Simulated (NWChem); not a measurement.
System: C$_{2}$H$_{7}$BO$_{2}$; SMILES COBOC

The following NWChem deck was run.

```
start job
memory heap 200 mb stack 900 mb global 1100 mb
geometry units angstroms noautosym nocenter noautoz
  B     -0.773036    -0.009020     0.003925
  H     -1.896270    -0.428108     0.003430
  O      0.302955    -0.844967     0.006992
  C      0.153215    -2.255282    -0.003741
  H     -0.902315    -2.551853    -0.005480
  H      0.640138    -2.662816    -0.896680
  H      0.641134    -2.675470     0.882714
  O     -0.610406     1.336822    -0.002067
  C      0.674985     1.950839    -0.001199
  H      1.461327     1.252379    -0.301378
  H      0.648263     2.795344    -0.696823
  H      0.897220     2.330493     1.002723
end
basis spherical
  * library pcsseg-1
end
dft
  xc pbe0
  iterations 150
end
property
  shielding
end
task dft property
```

Output (shortened):

```
             Northwest Computational Chemistry Package (NWChem) 7.3.0
             --------------------------------------------------------

                             Geometry "geometry" -> ""
                             -------------------------

 Output coordinates in angstroms (scale by  1.889725989 to convert to a.u.)

  No.       Tag          Charge          X              Y              Z
 ---- ---------------- ---------- -------------- -------------- --------------
    1 B                    5.0000    -0.77303600    -0.00902000     0.00392500
    2 H                    1.0000    -1.89627000    -0.42810800     0.00343000
    3 O                    8.0000     0.30295500    -0.84496700     0.00699200
    4 C                    6.0000     0.15321500    -2.25528200    -0.00374100
    5 H                    1.0000    -0.90231500    -2.55185300    -0.00548000
    6 H                    1.0000     0.64013800    -2.66281600    -0.89668000
    7 H                    1.0000     0.64113400    -2.67547000     0.88271400
    8 O                    8.0000    -0.61040600     1.33682200    -0.00206700
    9 C                    6.0000     0.67498500     1.95083900    -0.00119900
   10 H                    1.0000     1.46132700     1.25237900    -0.30137800
   11 H                    1.0000     0.64826300     2.79534400    -0.69682300
   12 H                    1.0000     0.89722000     2.33049300     1.00272300

 Effective nuclear repulsion energy (a.u.)     172.9013089429

                              NWChem Property Module
                              ----------------------

  itol2e modified to match energy
  convergence criterion.

                                 NWChem DFT Module
                                 -----------------

 Summary of "ao basis" -> "ao basis" (spherical)
 ------------------------------------------------------------------------------
       Tag                 Description            Shells   Functions and Types
 ---------------- ------------------------------  ------  ---------------------
 B                          pcsseg-1                 7       17   3s3p1d
 H                          pcsseg-1                 3        5   2s1p
 O                          pcsseg-1                 7       17   3s3p1d
 C                          pcsseg-1                 7       17   3s3p1d

  itol2e modified to match energy
  convergence criterion.

[...]

          -----------------------------------------
          Chemical Shielding Tensors (GIAO, in ppm)
          -----------------------------------------

                                NWChem CPHF Module
                                ------------------

  scftype          =     RHF
  nclosed          =       20
  nopen            =        0
  variables        =     2000
  # of vectors     =        3
  tolerance        = 0.10D-03
  level shift      = 0.00D+00
  max iterations   =       50
  max subspace     =       30

 SCF residual:    1.2198443233891874E-005

Iterative solution of linear equations
  No. of variables     2000
  No. of equations        3
  Maximum subspace       30
        Iterations       50
       Convergence  1.0D-04

   iter   nsub   residual    time
   ----  ------  --------  ---------
     1      3    4.19D-01     100.4
     2      6    2.27D-02     107.2
     3      9    1.45D-03     114.3
     4     12    9.14D-05     119.8

      Atom:    1  B
        Diamagnetic
    201.3316     -5.0598      0.0104
     -5.0598    210.4865     -0.0501
      0.0104     -0.0501    184.9822

        Paramagnetic
   -138.8958     -1.8431     -0.4168
     -1.8431   -132.3100      0.2447
     -0.4168      0.2447   -101.7468

        Total Shielding Tensor
     62.4358     -6.9028     -0.4064
     -6.9028     78.1766      0.1945
     -0.4064      0.1945     83.2354

           isotropic =      74.6159
          anisotropy =      12.9987

          Principal Components and Axis System
                 1           2           3
               83.2817     80.7326     59.8334

      1        -0.0577     -0.3476      0.9359
      2         0.1157      0.9288      0.3520
      3         0.9916     -0.1286      0.0133

      Atom:    2  H
        Diamagnetic
     37.6074      2.9890     -0.0084
      2.9890     28.8954      0.0083
     -0.0084      0.0083     23.6762

        Paramagnetic
     -7.9425     -2.6273     -0.0216
     -2.6273     -1.4850     -0.0045
     -0.0216     -0.0045      1.1903

        Total Shielding Tensor
     29.6648      0.3617     -0.0300
      0.3617     27.4104      0.0038
     -0.0300      0.0038     24.8665

           isotropic =      27.3139
          anisotropy =       3.6116

          Principal Components and Axis System
                 1           2           3
               29.7216     27.3538     24.8662

      1         0.9880     -0.1546      0.0064
      2         0.1546      0.9880     -0.0024
      3        -0.0060      0.0034      1.0000

      Atom:    3  O
        Diamagnetic
    390.1350    -10.4964     -0.0954
    -10.4964    417.2284      0.2044
     -0.0954      0.2044    378.0908

        Paramagnetic
   -123.1439    -40.0456     -1.4444
    -40.0456   -382.8925      3.1923
     -1.4444      3.1923    -37.4012

        Total Shielding Tensor
    266.9912    -50.5420     -1.5397
    -50.5420     34.3359      3.3967
     -1.5397      3.3967    340.6896

           isotropic =     214.0056
          anisotropy =     190.1836

          Principal Components and Axis System
                 1           2           3
              340.7946    277.4202     23.8019

      1        -0.0321      0.9786      0.2034
      2         0.0164     -0.2030      0.9790
      3         0.9994      0.0347     -0.0095

      Atom:    4  C
        Diamagnetic
    240.2682      1.6364     -0.0033
      1.6364    259.3754      0.1360
     -0.0033      0.1360    239.8367

        Paramagnetic
   -140.2149      3.1503      0.0085
      3.1503    -76.5021      0.3627
      0.0085      0.3627   -140.3542

[...]
```

Level: PBE0/pcSseg-1, GIAO. Structure relaxed at the B3LYP/6-31G* (spherical d) level. The printed shielding anisotropy is the first printed principal value minus the mean of the other two.
